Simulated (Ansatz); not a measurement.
Ba₄S₄ (the lowest singlet isomer of a short search) was relaxed with r2SCAN-D4 (def2-SVP) in Ansatz in these states: neutral quintet, neutral singlet, neutral triplet. The geometries follow in no particular order.

In the def2 sets Ba takes a core potential; there is no spin–orbit coupling.

A:

Cartesian coordinates in Å:
```
Ba -1.779 0.759 1.721
Ba -0.899 -2.028 -1.335
Ba 0.511 1.947 -1.628
Ba 2.168 -0.678 1.243
S -2.121 0.663 -1.215
S 1.741 -0.742 -1.683
S -0.500 -1.905 1.593
S 0.880 1.984 1.306
```

B:

```xyz
8

Ba   -0.435    0.625    2.654
Ba   -1.712   -0.041   -2.166
Ba    1.496    2.016   -1.148
Ba    0.650   -2.601    0.660
S    -1.305    1.917    0.089
S     1.196   -0.919   -1.764
S    -1.976   -1.024    0.656
S     2.085    0.026    1.018
```

C:

```xyz
8

Ba   -0.198   -2.489    0.363
Ba    2.059    0.361   -2.023
Ba   -2.721    0.969   -0.355
Ba    0.878    1.125    2.078
S    -0.779   -0.654   -1.988
S     0.041    2.136   -0.662
S     2.310   -0.982    0.609
S    -1.589   -0.465    1.980
```

Q: Judge from the bond lengths which geometry belongs to which state (an estimate).

A: A is the neutral singlet (Ba2–Ba3 4.228 Å, Ba3–Ba4 4.228 Å, Ba1–Ba2 4.228 Å); B is the neutral quintet (Ba2–Ba3 3.944 Å, Ba3–Ba4 5.030 Å, Ba1–Ba2 5.030 Å); C is the neutral triplet (Ba2–Ba3 5.098 Å, Ba3–Ba4 4.347 Å, Ba1–Ba2 4.348 Å).
